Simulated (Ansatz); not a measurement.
The lowest singlet and triplet of H3NSi (SMILES [N][SiH3]); geometries from B3LYP-D3(BJ)/def2-TZVP, each state relaxed from the structure named, with no frequency check, low spin by broken symmetry.
Singlet at the triplet's geometry (charge 0, multiplicity 1):
```xyz
5

N      1.3179    -0.0079    -0.1491
Si    -0.4592     0.0027     0.0520
H     -0.9334     1.4073     0.0231
H     -0.7951    -0.6243     1.3529
H     -1.0689    -0.7663    -1.0595
```

A positive gap puts the triplet lower; no zero-point energy. R- takes a restricted singlet, here one determinant of a half-filled degenerate or near-degenerate pair, which mixes singlet states. U- takes an unrestricted singlet (broken symmetry where lower, unprojected). The triplet is unrestricted in single-reference levels. Active spaces average the two states.

Frozen-core correlation.

The values were computed with Ansatz (Gaussian basis) for Hartree–Fock, density functionals and correlated methods. Values without a source in brackets are computed.

| level | gap E(singlet) − E(triplet), vertical, at the triplet's geometry (kcal/mol) |
|---|---|
| R-HF/cc-pV(D+d)Z | 62.02 |
| U-r2SCAN/def2-TZVPP (spin-contaminated) | 9.91 |
| U-wB97X-V/def2-TZVPP (spin-contaminated) | 12.29 |
| U-wB97M-V/def2-TZVPP (spin-contaminated) | 15.88 |
| R-B2PLYP/def2-TZVPP | 44.75 |
| R-MP2/cc-pV(Q+d)Z | 46.29 |
| R-SCS-MP2/cc-pV(D+d)Z | 46.70 |
| SC-NEVPT2 on SA-CASSCF(2,2)/cc-pV(Q+d)Z | 32.91 |
| FIC-MRCISD+Q on SA-CASSCF(2,2)/cc-pV(T+d)Z | … |

### Question
What belongs in the gaps?

### Answer

- FIC-MRCISD+Q on SA-CASSCF(2,2)/cc-pV(T+d)Z, gap E(singlet) − E(triplet), vertical, at the triplet's geometry (kcal/mol): 33.64

Doubts at one or more of the structures used: a restricted determinant that unrestricted orbitals would lower (R-HF/cc-pV(D+d)Z, R-B2PLYP/def2-TZVPP, R-MP2/cc-pV(Q+d)Z, R-SCS-MP2/cc-pV(D+d)Z).

Ansatz is a program for electronic structure.
